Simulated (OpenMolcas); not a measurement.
# Computed transition rates of Mn4+

* Program: OpenMolcas
* Method: MS-CASPT2, IPEA 0.25 Eh, imaginary shift 0.1 Eh (closed shells correlated: 3s 3p)
* Basis: ANO-RCC-VTZP [6s5p3d2f1g]
* Scalar Hamiltonian: DKH2, point nucleus
* Active space: 3 electrons in 10 orbitals (3d 4d)
* State averaging: 2S+1 = 4 even, 10 roots; 2S+1 = 2 even, 40 roots
* Spin-orbit coupling: RASSI with atomic mean-field integrals over the reference wave functions, term energies averaged over their components

Rates come from the transition moments of the reference wave functions (E1 and E2 in the length form). At fixed line strength A goes as λ^-3 for E1 and M1 and as λ^-5 for E2, so a rate at the computed wavelength can be rescaled to the measured one. Measured vacuum wavelengths follow from level energies in Corliss and Sugar, J. Phys. Chem. Ref. Data 6, 1253 (1977). Branching counts decays inside the model space alone, at computed energies, and the table is only a selection of the E2 and M1 lines, drawn from those between levels with measured partners whose computed energy lies within a factor of 1.5 of the measured one.

| Upper | Lower | Type | λ computed (nm) | λ measured (nm) | A computed (s-1) | A rescaled (s-1) | Branching % |
| --- | --- | --- | --- | --- | --- | --- | --- |
| 3d³ ⁴F_5/2 | 3d³ ⁴F_3/2 | M1 | 26600 | 27860 | 2.30e-03 | 2.00e-03 | 100.0 |
| 3d³ ⁴F_7/2 | 3d³ ⁴F_5/2 | M1 | 19620 | 21000 | 5.76e-03 | 4.70e-03 | 100.0 |
| 3d³ ⁴F_9/2 | 3d³ ⁴F_7/2 | M1 | 15900 | 17330 | 6.73e-03 | 5.20e-03 | 100.0 |
| 3d³ ²P_1/2 | 3d³ ⁴P_1/2 | M1 | 1546 | 1504 | 1.46e-01 |  | 98.1 |
| 3d³ ²H_9/2 | 3d³ ²G_9/2 | M1 | 1480 | 1521 | 8.88e-02 |  | 62.9 |
| 3d³ ²H_11/2 | 3d³ ²G_9/2 | M1 | 1394 | 1442 | 4.82e-02 |  | 97.3 |
| 3d³ ²H_9/2 | 3d³ ²G_7/2 | M1 | 1370 | 1412 | 4.96e-02 |  | 35.2 |
| 3d³ ⁴P_5/2 | 3d³ ⁴F_9/2 | E2 | 626.3 | 639.5 | 5.20e-02 | 4.69e-02 | 64.6 |
| 3d³ ⁴P_3/2 | 3d³ ⁴F_7/2 | E2 | 619.9 | 634.5 | 3.89e-02 | 3.46e-02 | 46.1 |
| 3d³ ⁴P_1/2 | 3d³ ⁴F_5/2 | E2 | 606.5 | 622.1 | 3.39e-02 | 2.99e-02 | 37.2 |
| 3d³ ⁴P_5/2 | 3d³ ⁴F_7/2 | E2 | 602.6 | 616.8 | 2.02e-02 | 1.80e-02 | 25.1 |
| 3d³ ⁴P_3/2 | 3d³ ⁴F_5/2 | E2 | 600.9 | 615.9 | 3.25e-02 | 2.87e-02 | 38.5 |
| 3d³ ⁴P_1/2 | 3d³ ⁴F_3/2 | E2 | 593 | 608.5 | 5.73e-02 | 5.04e-02 | 62.8 |
| 3d³ ²G_9/2 | 3d³ ⁴F_9/2 | M1 | 586 | 588.7 | 2.50e-01 |  | 70.9 |
| 3d³ ²G_7/2 | 3d³ ⁴F_7/2 | M1 | 583 | 586.3 | 1.01e-01 |  | 50.6 |
| 3d³ ²G_7/2 | 3d³ ⁴F_5/2 | M1 | 566.2 | 570.3 | 9.28e-02 |  | 46.4 |
| 3d³ ²G_9/2 | 3d³ ⁴F_7/2 | M1 | 565.2 | 569.4 | 1.01e-01 |  | 28.6 |
| 3d³ ²F_7/2 | 3d³ ²G_9/2 | E2 | 440.1 | 454 | 1.32e-01 | 1.13e-01 | 23.3 |
| 3d³ ²P_3/2 [71 %] | 3d³ ⁴F_5/2 | M1 | 436.5 | 443.3 | 1.47e-01 |  | 34.8 |
| 3d³ ²F_5/2 | 3d³ ²G_7/2 | E2 | 425.8 | 438.3 | 1.50e-01 | 1.30e-01 | 31.3 |
| 3d³ ²D_5/2(1) | 3d³ ⁴F_7/2 | M1 | 409.8 | 420.3 | 4.56e-01 |  | 77.7 |
| 3d³ ²D_3/2(1) [72 %] | 3d³ ⁴F_5/2 | M1 | 403.3 | 411.3 | 3.83e-01 |  | 54.2 |
| 3d³ ²D_3/2(1) [72 %] | 3d³ ⁴F_3/2 | M1 | 397.3 | 405.3 | 2.13e-01 |  | 30.2 |
| 3d³ ²D_5/2(2) | 3d³ ²G_9/2 | E2 | 216.4 | 226.2 | 1.11e+01 | 8.90e+00 | 61.2 |
| 3d³ ²D_3/2(2) | 3d³ ²G_7/2 | E2 | 212.9 | 222.4 | 1.28e+01 | 1.03e+01 | 68.3 |

Spin-changing lines and M1 lines between different terms are not rescaled, since their strength hangs on the term gaps too.

The largest correction is for 3d³ ⁴F_9/2 → 3d³ ⁴F_7/2 (M1): 6.73e-03 × (15900 / 17330)^3 = 5.20e-03 s-1, a factor of 0.77.

The computed rate and branching of 3d³ ⁴F_5/2 → 3d³ ⁴F_3/2 give the upper level a radiative lifetime of 1.000 / 2.30e-03 s-1 = 4.35e+02 s, counting decays inside the model space alone. The rescaled rate gives about 5.0e+02 s.

The computed order of these levels differs from the measured one in 1 place, and where term gaps are wrong the rates of spin-changing lines can be off by large factors.

These are rates of the free ion; in crystals, glasses and complexes forced electric-dipole and non-radiative decay shorten such lifetimes by orders of magnitude. No measured rate stands beside these. Rescaling mends the energy factor alone: line strengths can still be far off where a level mixes with configurations outside the active space, and weak or spin-changing lines hang on small mixing coefficients that depend on the term gaps too, so rescaling need not improve them.

CASPT2 does not keep the components of a term degenerate, so their means are used; among the terms shown or strongly mixed into the levels shown the widest spread is 1100 cm-1 (3d³ ⁴F). Active for correlation alone: 4d; no level in the range computed is led by a configuration that fills it, so any true level of that kind is missing. Computed and measured levels are paired by configuration, term and J; levels that our copy of the source lacks, or whose pairing is in doubt (as where it misses far off the trend of its configuration), stay unpaired. Only configurations of the active space appear.

A share in square brackets marks a mixed level and gives the weight of the term that names it. A number in round brackets counts repeated terms of one configuration in the order of the reference energies.
